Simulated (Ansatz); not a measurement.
Consider the redistribution: `C[N]=[Mo](=[O])([OH])[Cl]` + `CB(F)[SiH2]O` → `C[N]=[Mo](=[O])([OH])[F]` + `CB(Cl)[SiH2]O`.

Isolated molecules relaxed with PBE0-D4/def2-TZVP in Ansatz; ΔE leaves out vibrations. CCSD(T)/CBS adds triple-zeta CCSD(T) − MP2 to the extrapolated MP2 energy (def2 sets, frozen cores). Functionals use def2-TZVPP. B3LYP here is the variant with VWN-RPA as its local correlation; programs differ in this. Elements past krypton have def2 core potentials. For Mo outer-core shells are correlated without core-valence functions, which leaves a few kJ/mol of doubt a bond. One conformer a species, not always the lowest.

Problem. Is it downhill or uphill in electronic energy at CCSD(T)/CBS, and by how much? (Best estimate.)

Solution. The calculation gave: Uphill: ΔE = +50.8 kJ/mol.

Problem. What do these levels give: PBE-D4, r2SCAN-D4, PBE0-D4, PBE, r2SCAN, PBE0, B3LYP, SCS-MP2/def2-TZVPP, CCSD/def2-TZVPP, CCSD(T)/def2-TZVPP, HF/def2-QZVPP, CCSD/CBS(def2)? (Estimate.)

Solution. The calculation gave: PBE-D4 38.9, r2SCAN-D4 41.0, PBE0-D4 43.7, PBE 39.1, r2SCAN 41.0, PBE0 43.8, B3LYP 47.3, SCS-MP2/def2-TZVPP 59.7, CCSD/def2-TZVPP 51.0, CCSD(T)/def2-TZVPP 51.3, HF/def2-QZVPP 55.6, CCSD/CBS(def2) 50.5 kJ/mol.

Largest T1 diagnostic among the species: 0.022, so the coupled-cluster value is less sure than usual.

From PBE to PBE0 (25 % exact exchange), in def2-TZVPP and without D4, ΔE moves by +4.7 kJ/mol.
